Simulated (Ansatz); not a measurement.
Compare A (`CC(F)(F)[SiH2]F`) with its isomer B (`CC[Si](F)(F)F`).

Computed with Ansatz on PBE0-D4/def2-TZVP structures; ΔE is electronic, products minus reactants. CCSD(T)/CBS adds triple-zeta CCSD(T) − MP2 to the extrapolated MP2 energy (def2 sets, frozen cores). DFT in def2-TZVPP. B3LYP here is the variant with VWN-RPA as its local correlation; programs differ in this. Each species was taken in one conformer, which may not be the lowest.

Question: Which is lower in electronic energy at CCSD(T)/CBS, and by how much? (An estimate is asked.)

Answer: Ansatz gave: B, by 112.5 kcal/mol.

Question: Give E(B) − E(A) in kcal/mol with PBE-D4, CCSD/def2-TZVPP, B3LYP, r2SCAN-D4, B2PLYP, CCSD(T)/def2-TZVPP, B3LYP-D4. (Estimate.)

Answer: Computed: PBE-D4 -102.7, CCSD/def2-TZVPP -112.0, B3LYP -107.1, r2SCAN-D4 -108.8, B2PLYP -110.4, CCSD(T)/def2-TZVPP -111.1, B3LYP-D4 -107.4. None reverses the order clearly.

Largest T1 diagnostic: 0.012.

From PBE to PBE0 (25 % exact exchange), in def2-TZVPP and without D4, E(B) − E(A) moves by −4.2 kcal/mol.
